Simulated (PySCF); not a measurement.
# Dipole moment and polarisability of `CO[Si@@H](Cl)[SiH2]CCl`

Compound: C₂H₈Cl₂OSi₂.
Geometry (GFN2-xTB, Å), atoms numbered from 1 in this order:
```
atom  x, y, z in Å
C1    -3.0608    0.0996    0.2435
O2    -1.6820    0.0711    0.4841
Si3   -0.4665   -0.3728   -0.4930
Cl4   -0.6495    0.6107   -2.2684
Si5    1.2977    0.3297    0.8085
C6     2.9055    0.0922   -0.2054
Cl7    3.0012   -1.6290   -0.6692
H8    -3.4551   -0.9146    0.1582
H9    -3.2793    0.6424   -0.6784
H10   -3.5375    0.6043    1.0835
H11   -0.5984   -1.7800   -0.8867
H12    1.4747   -0.4689    2.0275
H13    1.3084    1.7464    1.2157
H14    3.8061    0.3127    0.3600
H15    2.9310    0.6642   -1.1301
```

Level: B3LYP/def2-SVPD (PySCF), static field, nuclei fixed, core orbitals frozen in the response. The polarisability tensor in these axes (au):

```
x   122.09  -4.68   2.05
y    -4.68 101.04   2.88
z     2.05   2.88 106.23
```

What are the eigenvalues, a third of the trace, and Δα (Δα² = ½Σ(αi − αj)² over the three pairs)?

Principal values 98.64, 107.52 and 123.21 au; mean 109.79 au = 16.27 Å³ = 18.10 × 10⁻⁴⁰ C²·m²/J; Δα = 21.55 au (20 % of the mean).

What is the dipole moment, and where does it point?

(-0.99, 0.94, 1.03) D, 1.71 D in size, pointing from the negative to the positive side. Measured along this direction, the outermost atoms are Cl7 at the negative end and H10 at the positive end.

How large is μ²/3kT at 400 K beside α?

In Gaussian units μ²/3kT = 17.66 Å³ against 16.27 Å³, a ratio of 1.09; the Debye molar polarisation (4π/3)N_A(α + μ²/3kT) is 85.6 cm³/mol, leaving out the vibrational part.

Molar refractivity from α?

Lorentz–Lorenz: R = (4π/3)N_A α = 2.5225 cm³/(mol·Å³) × 16.27 Å³ = 41.0 cm³/mol, in the limit of long wavelengths.

What would n − 1 = 2πNα be for an ideal gas of these molecules at 350 K and 1 atm, electronic part alone?

N = p/kT = 2.0968 × 10¹⁹ cm⁻³, so n − 1 = 2π × N × 16.27 × 10⁻²⁴ cm³ = 2143 × 10⁻⁶ at long wavelengths, for an ideal gas.

Sum over states: ᾱ = Σ f/ω², ω in Eh. What share falls to these 8 lowest TDDFT singlets (eV, f)? 6.10, 0.0129; 6.37, 0.0431; 6.42, 0.0041; 6.71, 0.0003; 6.76, 0.0146; 6.79, 0.0146; 6.86, 0.0114; 7.16, 0.0044.

They add up to 1.84 au, 1.7 % of the 109.79 au; the largest single term is 0.79 au, from the state at 6.37 eV. Terms in order: 0.26, 0.79, 0.07, 0.01, 0.24, 0.24, 0.18, 0.06 au. Higher excitations give the rest. The strengths listed sum to 0.106.

The structure is a single GFN2-xTB conformer in the gas phase; no vibrational or solvent corrections.

The run behind these numbers computed excited states as well. Time: 56 s of wall time (with the writing of density and orbital grids); peak memory 0.86 GiB. Hardware: an Arm Neoverse V2 with one thread, no GPU, shared host with 192 logical CPUs at a one-minute load of 146.
